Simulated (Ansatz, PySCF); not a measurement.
Ways to break one bond of SS (H2S2):

A. SS (H2S2) → 2 [SH] (HS)
B. SS (H2S2) → [S]S + H atom

Quantity: bond dissociation energy (enthalpy at 298 K, with B3LYP-D3(BJ) rigid-rotor harmonic-oscillator terms from PySCF), kcal/mol. Each molecule is optimised on its own at B3LYP-D3(BJ)/def2-TZVP (Ansatz, a first-principles code), one conformer each, not searched for the lowest. Cores are frozen in the correlated levels unless marked. Open shells are spin-unrestricted. No spin-orbit coupling. Non-relativistic. FCI takes restricted orbitals. CBS(X,Y): correlation extrapolated as X^-3; Hartree-Fock from the larger set.

```tsv
	B2PLYP/def2-TZVPD (Ansatz)	MP2/aug-cc-pV(D+d)Z (Ansatz)	FCI/STO-3G (Ansatz)	CCSD(T)/CBS(def2-TZVPPD,def2-QZVPPD) (Ansatz)
A	60.7	58.3	58.1	64.9
B	70.1	69.9	82.1	74.0
```
